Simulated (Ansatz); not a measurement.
`[OH][InH2]`. The species carries charge 0 and has multiplicity 1. In: def2 effective core potential.

```xyz
5

O    -0.409    1.214    0.559
In    0.392   -0.413   -0.264
H    -1.334    1.108    0.791
H    -0.683   -1.739   -0.430
H     2.034   -0.170   -0.656
```

Task: List the harmonic frequencies (cm⁻¹, unscaled) at PBE0-D4/def2-TZVP in Ansatz. (Best estimate.)

Result: Ansatz gave: 382, 410, 543, 544, 611, 791, 1839, 1880, 3898.

Task: Is this a minimum?

Result: Yes, all 9 modes are real.

Task: Give the ideal-gas thermochemistry at 298.15 K and 1 bar (rigid rotor, harmonic oscillator; point group Cs, symmetry number 1).

Result: Zero-point energy 65.2 kJ/mol; H(298) − E = 78.4 kJ/mol; entropy 275.9 J/(mol·K), of which translation 169.9, rotation 90.4, vibration 15.6; G(298) − E = -3.9 kJ/mol.

Task: And at 400, 500, 600, 800 and 1000 K?

Result: 
```csv
T (K),H − E (kJ/mol),S (J/mol/K),G − E (kJ/mol)
400,85.2,295.5,-33.0
500,92.5,311.9,-63.4
600,100.4,326.1,-95.3
800,117.1,350.1,-163.0
1000,134.9,369.9,-235.1
```

Task: Rotational constants (cm⁻¹)?

Result: 2.957, 0.2719, 0.249.
